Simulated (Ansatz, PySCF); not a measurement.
Gas-phase reaction in SMILES: C[Si](C)(C)[SiH](Cl)Cl + 6 [H][H] (H2) -> 3 C (CH4) + 2 Cl (HCl) + 2 [SiH4] (SiH4)
Geometries: B3LYP-D3(BJ)/def2-TZVP minima from Ansatz (a quantum-chemistry and plane-wave program), one conformer each, not searched for the lowest. Frequencies are from Ansatz or PySCF.

Property: energy of full hydrogenation (enthalpy at 298 K, with B3LYP-D3(BJ) rigid-rotor harmonic-oscillator terms), in kcal/mol. Valence correlation only, unless marked. No spin-orbit coupling. No relativistic terms. CBS(X,Y): correlation extrapolated as X^-3; Hartree-Fock from the larger set. [CCSD(T)-MP2]/basis is that difference in the basis named.

Level to compare with: RI-MP2/CBS(aug-cc-pV(T+d)Z,aug-cc-pV(Q+d)Z)+[CCSD(T)-MP2]/aug-cc-pV(T+d)Z (Ansatz), 26.4 kcal/mol. It is a level with limits of its own, and the differences hold the functionals' basis error too.

**Question.** Rank these functionals by how close they come to RI-MP2/CBS(aug-cc-pV(T+d)Z,aug-cc-pV(Q+d)Z)+[CCSD(T)-MP2]/aug-cc-pV(T+d)Z, closest first: BHLYP/def2-TZVPD (Ansatz); wB97X-V/def2-TZVPD (Ansatz); wB97M-V/def2-TZVPD (Ansatz).

**Answer.** wB97M-V/def2-TZVPD (range-separated hybrid meta-GGA with VV10, 25.0 kcal/mol, difference -1.4), wB97X-V/def2-TZVPD (range-separated hybrid with VV10, 22.8 kcal/mol, difference -3.6), BHLYP/def2-TZVPD (global hybrid, 6.5 kcal/mol, difference -19.9)
